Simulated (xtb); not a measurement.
A geometry relaxed with GFN2-xTB in xtb, charge 0, multiplicity 1:

```xyz
4

H      1.5511    -0.0774    -0.0004
H     -0.8426    -1.3046    -0.0001
Al     0.0000     0.0000     0.0000
H     -0.7085     1.3820     0.0005
```

Problem. Write the SMILES of this molecule.

Solution. `[AlH3]`
